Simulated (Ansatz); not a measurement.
Consider the cleavage of the Ga–Ge bond: `[OH][GaH][GeH3]` + HCl → `[OH][GaH][Cl]` + GeH₄.

Computed with Ansatz on PBE0-D4/def2-TZVP structures; ΔE is electronic, products minus reactants. CBS: MP2 limit from def2 TZ/QZ plus the TZ coupled-cluster correction, frozen cores. This one scheme is used for every species. DFT in def2-TZVPP. B3LYP here is the variant with VWN-RPA as its local correlation; programs differ in this. HSE06 is defined as in plane-wave codes. For Ga, Ge outer-core shells are correlated without core-valence functions, which leaves a few kJ/mol of doubt a bond. Scalar relativity is left out up to krypton. Each species was taken in one conformer, which may not be the lowest.

```tsv
level	ΔE (kJ/mol)	difference from CCSD(T)/CBS
LDA (SPW92)	-79.3	8.2
PBE-D4	-78.8	8.7
BLYP-D4	-82.9	4.6
r2SCAN-D4	-91.4	-3.9
B97M-V	-99.5	-12.0
PBE0-D4	-85.4	2.1
B3LYP-D4	-87.8	-0.3
r2SCANh-D4	-92.3	-4.8
r2SCAN0-D4	-93.7	-6.2
HSE06-D4	-85.6	1.9
BHLYP-D4	-96.1	-8.6
CAM-B3LYP-D4	-92.9	-5.4
ωB97M-V	-91.6	-4.1
B2PLYP	-92.7	-5.2
PBE-QIDH	-93.5	-6.0
PBE	-80.0	7.5
revPBE	-80.9	6.6
BLYP	-84.6	2.9
PBE0	-86.7	0.8
B3LYP	-89.7	-2.2
r2SCANh	-92.7	-5.2
r2SCAN0	-94.2	-6.7
HSE06	-86.8	0.7
BHLYP	-99.0	-11.5
CAM-B3LYP	-94.3	-6.8
LC-ωPBE	-92.2	-4.7
MP2/def2-SVP	-106.5	-19.0
CCSD/def2-SVP	-103.0	-15.5
CCSD(T)/def2-SVP	-101.5	-14.0
HF/def2-TZVPP	-115.4	-27.9
MP2/def2-TZVPP	-93.6	-6.1
SCS-MP2/def2-TZVPP	-95.8	-8.3
CCSD/def2-TZVPP	-90.8	-3.3
CCSD(T)/def2-TZVPP	-89.2	-1.7
HF/def2-QZVPP	-116.0	-28.5
MP2/def2-QZVPP	-92.8	-5.3
SCS-MP2/def2-QZVPP	-96.0	-8.5
HF/CBS(def2)	-116.0	-28.5
MP2/CBS(def2)	-91.9	-4.4
CCSD/CBS(def2)	-89.1	-1.6
CCSD(T)/CBS	-87.5	0
```

Largest T1 diagnostic among the species: 0.014.

Leaving LDA and LC-ωPBE aside and taking each functional with its dispersion term where it has one, the values spread over 20.7 kJ/mol, from B97M-V to PBE-D4. In def2-TZVPP, CCSD(T) changes the Hartree–Fock value by +26.2 kJ/mol (the triples alone add +1.6 kJ/mol) and MP2 by +21.8 kJ/mol.
